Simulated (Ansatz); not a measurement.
Consider the redistribution: `[NH2][SnH]([OH])[SiH2]F` + `FC[SiH2]F` → `FC[SiH2][SiH2]F` + `[NH2][SnH]([OH])[F]`.

Calculated with Ansatz (gas phase, PBE0-D4/def2-TZVP geometries, no zero-point term in ΔE). CCSD(T)/CBS is the MP2 limit (def2-TZVPP, def2-QZVPP) plus CCSD(T) − MP2 in def2-TZVPP, frozen cores. DFT in def2-TZVPP. B3LYP here is the variant with VWN-RPA as its local correlation; programs differ in this. Elements past krypton have def2 core potentials. For Sn outer-core shells are correlated without core-valence functions, which leaves a few kJ/mol of doubt a bond. One conformer a species, not always the lowest.

CCSD(T)/CBS gives +80.8 kJ/mol.

(1) Another level gave +73.7 kJ/mol. Which?
A. PBE/def2-TZVPP
B. B3LYP-D4/def2-TZVPP
C. ωB97X-V/def2-TZVPP
D. MP2/def2-TZVPP

Largest T1 diagnostic among the species: 0.014.

Answers

(1) C. ωB97X-V 73.7, B3LYP-D4 80.2, MP2/def2-TZVPP 88.1, PBE 69.6 kJ/mol.

From PBE to PBE0 (25 % exact exchange), in def2-TZVPP and without D4, ΔE moves by +5.8 kJ/mol.
